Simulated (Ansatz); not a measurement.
Reactions of C11H20O2 (`CC(C)(C)C(=O)CC(=O)C(C)(C)C`).

Gas-phase electronic energies from Ansatz, PBE0-D4/def2-TZVP geometries. CCSD(T)/CBS adds triple-zeta CCSD(T) − MP2 to the extrapolated MP2 energy (def2 sets, frozen cores). For Ga outer-core shells are correlated without core-valence functions, which leaves a few kJ/mol of doubt a bond. Scalar relativity is left out up to krypton. Each species was taken in one conformer, which may not be the lowest.

Problem. Order these by ΔE at CCSD(T)/CBS, lowest first. (An estimate is asked.)
A. `CC(C)(C)C(=O)CC(=O)C(C)(C)C` + `[NH2][GaH][CH2]F` → `C[NH][GaH][CH2]F` + `CC(C)C(=O)CC(=O)C(C)(C)C`
B. `CC(C)(C)C(=O)CC(=O)C(C)(C)C` + `BB(C)O` → `BB(C)OC` + `CC(C)C(=O)CC(=O)C(C)(C)C`
C. `CC(C)(C)C(=O)CC(=O)C(C)(C)C` + `CC1C=CCC1` → `CCC1C=CCC1` + `CC(C)C(=O)CC(=O)C(C)(C)C`

Solution. C (-2.1 kJ/mol), A (+38.9 kJ/mol), B (+50.5 kJ/mol).

Largest T1 diagnostic: 0.014, for `C[NH][GaH][CH2]F`.
